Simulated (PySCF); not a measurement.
## `InChI=1S/C5H8ClFGe/c1-8-2-3-4(6)5(3)7/h2,4-5H,8H2,1H3/b3-2+/t4-,5-/m1/s1`

Cartesian coordinates in Å; atom numbers follow the order of the lines, from 1:
```xyz
16

C     2.6439    0.0659    0.7639
Ge    1.3959   -0.9555   -0.3618
C    -0.0817    0.2039   -0.9261
C    -1.1968    0.2916   -0.2421
C    -2.4970    0.9149    0.0414
F    -3.5858    0.6096   -0.7242
C    -1.9412   -0.1766    0.9291
Cl   -1.3597    0.2441    2.5391
H     3.0486    0.9136    0.2162
H     3.4710   -0.5583    1.0902
H     2.1287    0.4424    1.6438
H     2.0760   -1.4732   -1.5987
H     0.8271   -2.1284    0.3780
H     0.0441    0.8237   -1.8057
H    -2.5609    1.9383    0.3951
H    -2.4200   -1.1472    0.9179
```

Computed with PySCF 2.14.0, TDDFT B3LYP/def2-SVPD circular dichroism and optical rotation, one conformer, gas phase. Geometry: GFN2-xTB.

The molecule is flexible and this is one conformer; a measurement averages over conformers. The calculation is non-relativistic, which matters for the atoms heavier than Zn.

(1) Draw the ECD and absorption spectra from the lowest 12 states, each a Gaussian of half-width 0.2 eV at 1/e height.

## Answers

(1) 
| E (eV) | λ (nm) | Δε (L mol⁻¹ cm⁻¹) | ε (L mol⁻¹ cm⁻¹) |
| --- | --- | --- | --- |
| 4.36 | 285 | +0.03 | 1.06 |
| 4.46 | 278 | +0.25 | 10.1 |
| 4.56 | 272 | +1.44 | 58.2 |
| 4.66 | 266 | +5.04 | 204 |
| 4.76 | 261 | +10.73 | 440 |
| 4.86 | 255 | +14.03 | 602 |
| 4.96 | 250 | +11.61 | 569 |
| 5.06 | 245 | +6.64 | 439 |
| 5.16 | 240 | +3.09 | 301 |
| 5.26 | 236 | +1.28 | 161 |
| 5.36 | 231 | +0.41 | 65.2 |
| 5.46 | 227 | +0.03 | 112 |
| 5.56 | 223 | -0.46 | 814 |
| 5.66 | 219 | -2.35 | 4060 |
| 5.76 | 215 | -7.07 | 12300 |
| 5.86 | 212 | -12.54 | 22600 |
| 5.96 | 208 | -12.02 | 25300 |
| 6.06 | 205 | -2.80 | 17300 |
| 6.16 | 201 | +7.66 | 7510 |
| 6.26 | 198 | +10.71 | 2300 |
| 6.36 | 195 | +6.87 | 684 |
| 6.46 | 192 | +2.51 | 436 |
| 6.56 | 189 | +1.91 | 831 |
| 6.66 | 186 | +7.69 | 2220 |
| 6.76 | 184 | +20.73 | 4980 |
| 6.86 | 181 | +32.79 | 7520 |
| 6.96 | 178 | +31.98 | 7130 |
| 7.06 | 176 | +22.30 | 4500 |
| 7.16 | 173 | +16.40 | 2860 |
| 7.26 | 171 | +9.88 | 3240 |

Δε uses R in velocity form, ε uses f in length form. Only the states computed contribute, so the short-wavelength end is incomplete.
